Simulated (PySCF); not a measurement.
Does the answer move with the share of exact exchange?

C3H8AlFO.
Atom-mapped SMILES: `[CH3:1][CH2:2][O:3][Al:4]([CH3:5])[F:6]` (hydrogens: H7, H8, H9 on C1; H10, H11 on C2; H12, H13, H14 on C5)

Torsions of this conformer, `[CH3:1][CH2:2][O:3][Al:4]([CH3:5])[F:6]`: C1–C2–O3–Al4 -37°, C2–O3–Al4–C5 176°.

PySCF, pcSseg-1 basis, density fitting, gas phase, PBE0-D3(BJ)/def2-SVP geometry. One functional is left out:

| functional | exact exchange (%) | HOMO energy (eV) | LUMO energy (eV) | dipole moment (D) |
| --- | --- | --- | --- | --- |
| B97-D | 0 | -6.58 | -0.71 | 1.112 |
| BLYP | 0 | -6.44 | -0.81 | 1.120 |
| BP86 | 0 | -6.65 | -0.82 | 1.133 |
| LDA | 0 | -6.65 | -1.04 | 1.194 |
| OPBE | 0 | -6.49 | -0.55 | 1.096 |
| PBE | 0 | -6.53 | -0.85 | 1.135 |
| B3LYP | 20 | -7.83 | -0.31 | 1.135 |
| PBE0 | 25 | -8.07 | -0.01 | 1.147 |
| mPW1PW91 | 25 | -8.12 | -0.02 | 1.146 |
| BHandHLYP | 50 | -9.55 | 0.69 | 1.145 |

Q: Predict the row of B97-2 (21 % exact exchange) by straight lines through the other rows, and check it.

A: 
| property | line | computed | computed − line | B3LYP (20 %), for comparison |
| --- | --- | --- | --- | --- |
| HOMO energy (eV) | -7.84 | -7.80 | +0.04 | -7.83 |
| LUMO energy (eV) | -0.17 | 0.01 | +0.18 | -0.31 |
| dipole moment (D) | 1.139 | 1.130 | -0.009 | 1.135 |

Q: Which of these properties follows the share of exact exchange most closely, and which least?

A: Most closely the HOMO energy, least the dipole moment; the correlations over the tabulated rows are HOMO energy -0.998, LUMO energy 0.971, dipole moment 0.226. The HOMO energy moves by -0.605 eV for every 10 %. Functionals with the same share still differ in their other parts: at 0 % BLYP and BP86 differ by 0.21 eV in it.
